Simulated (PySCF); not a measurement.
H2P (SMILES [PH2-]), charge -1, singlet, at a GFN2-xTB geometry. Base run: PySCF with HF/6-31G.

The PySCF input:
```python
from pyscf import gto, scf, solvent

mol = gto.Mole()
mol.atom = '''
    P    -0.00149906    0.07431072    0.08210974
    H     0.97078349   -0.55479397   -0.60060040
    H    -0.94829753   -0.55986685   -0.63104570
'''
mol.basis = '6-31g'
mol.charge = -1
mol.verbose = 3
mol.build()

mf = scf.RHF(mol)
mf.kernel()
mf.analyze()
```

Each row names what was changed in the base input (with any setting that the change needs).

```csv
change,ΔE vs base (kcal/mol),HOMO-LUMO gap (eV)
base,0.000,12.27
model = ddCOSMO; solvent = methanol,-66.6,12.60
model = IEF-PCM; solvent = acetonitrile,-69.8,12.66
model = IEF-PCM; solvent = methanol; vdw_scale = 1.1,-71.4,12.80
model = IEF-PCM; solvent = n-hexane,-33.12,12.43
model = IEF-PCM; solvent = methanol,-69.6,12.66
model = IEF-PCM; solvent = methanol; vdw_scale = 1.4,-63.1,12.46
model = IEF-PCM; solvent = methanol; r_probe = 0.5,-60.08,12.41
model = IEF-PCM; solvent = methanol; lebedev_order = 41,-69.7,12.66
model = IEF-PCM; solvent = toluene,-41.01,12.47
model = IEF-PCM; solvent = methanol; lebedev_order = 11,-68.7,12.65
model = C-PCM; solvent = methanol,-69.7,12.66
```

The base is the gas phase, so ΔE is the electrostatic part of solvation at a fixed geometry, without cavity and dispersion terms.

The gas-phase anion may not be bound at this level, which the solvent then changes.
